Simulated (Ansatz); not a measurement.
Gas-phase reaction R1 → P1 + 0.5 P2, each structure at its B3LYP-D3(BJ)/def2-TZVP stationary point, reached from a drawn start (curvature not checked).
P1, H2 (SMILES [H][H]) (charge 0, multiplicity 1):
```xyz
2

H      0.00000     0.00000     0.37199
H      0.00000     0.00000    -0.37199
```
P2: O2 (SMILES O=O), charge 0, multiplicity 3.
R1, H2O (SMILES O) (charge 0, multiplicity 1):
```json
[
 {"atom": "O", "x (Å)": "0.0000", "y (Å)": "0.0000", "z (Å)": "0.3896"},
 {"atom": "H", "x (Å)": "0.0000", "y (Å)": "0.7650", "z (Å)": "-0.1949"},
 {"atom": "H", "x (Å)": "0.0000", "y (Å)": "-0.7650", "z (Å)": "-0.1949"}
]
```

P less R. No zero-point or thermal terms; singlets are restricted closed shells; open shells are unrestricted; no spin–orbit coupling.

Frozen-core correlation throughout.

Programs: Ansatz (an electronic-structure program) with Gaussian orbitals. All values are computed, each at the level named.

Total energies in hartree:

| structure | PBE/def2-TZVPP | r2SCAN/def2-TZVPP | CCSD(T)/cc-pVQZ |
|---|---|---|---|
| P1 | -1.166122 | -1.171285 | -1.173794 |
| P2 | -150.248611 | -150.324131 | -150.173871 |
| R1 | -76.380147 | -76.423173 | -76.359711 |

Problem. Work out the reaction energy at each level in kcal/mol (1 hartree = 627.50947 kcal/mol), and say how far PBE/def2-TZVPP lies from CCSD(T)/cc-pVQZ.

Solution. 
- PBE/def2-TZVPP: (-1.166122) + 0.5 × (-150.248611) − (-76.380147) = 0.089719 hartree = 56.30 kcal/mol
- r2SCAN/def2-TZVPP: (-1.171285) + 0.5 × (-150.324131) − (-76.423173) = 0.089823 hartree = 56.36 kcal/mol
- CCSD(T)/cc-pVQZ: (-1.173794) + 0.5 × (-150.173871) − (-76.359711) = 0.098982 hartree = 62.11 kcal/mol
PBE/def2-TZVPP less CCSD(T)/cc-pVQZ: -5.81 kcal/mol. CCSD(T)/cc-pVQZ is the level counted from, the highest shown, and no exact or measured value.
